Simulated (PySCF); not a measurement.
Compound: C2H6GaNO3S.
Atom-mapped SMILES: `[O:1]=[S:2](=[O:3])([OH:4])[CH2:5][C:6]#[N+:7][GaH3-:8]` (hydrogens: H9 on O4; H10, H11 on C5; H12, H13, H14 on Ga8)

Level of theory: PBE0-D3(BJ)/def2-SVP geometry optimisation, gas phase in PySCF 2.14.0.

Some entries are withheld. Bonds in one row agree within 0.01 Å.

```csv
coordinate,value
"O1=S2, S2=O3",?
S2–O4,1.621 Å
S2–C5,1.812 Å
C5–C6,?
C6≡N7,?
N7–Ga8,2.166 Å
O4–H9,0.972 Å
"C5–H10, C5–H11",1.100 Å
"Ga8–H12, Ga8–H13, Ga8–H14",1.578 Å
O1–S2–O3,122.0°
O1–S2–O4,110.1°
O1–S2–C5,108.7°
O4–S2–C5,?
S2–C5–C6,?
C5–C6–N7,?
C6–N7–Ga8,177.1°
```

Problem. Fill in the missing values.

Solution. 
- O1=S2, S2=O3 = 1.443 Å, drawn double (sulfonyl oxygen to sulfonyl sulfur); 0.27 Å below the sum of covalent radii, 1.71 Å.
- C5–C6 = 1.445 Å, drawn single (ends: sp3 carbon bound to sulfur; triply bonded carbon); equal to the sum of covalent radii, 1.45 Å.
- C6≡N7 = 1.151 Å, drawn triple (ends: triply bonded carbon; nitrogen bonded to C and Ga); 0.25 Å below the sum of covalent radii, 1.40 Å.
- O4–S2–C5 = 94.0°, at the sulfonyl sulfur; the outer atoms are 2.514 Å apart.
- S2–C5–C6 = 110.3°, at the sp3 carbon bound to sulfur; the outer atoms are 2.681 Å apart.
- C5–C6–N7 = 179.9°, at the triply bonded carbon; the outer atoms are 2.596 Å apart.

Radii are Cordero's, carbon taken as 0.76, 0.73 or 0.69 Å for four, three, and two or fewer neighbours.

No frequency check. The numbers are those of one conformer (O1–S2–O4–H 77°, O1–S2–C5–C6 -65°).
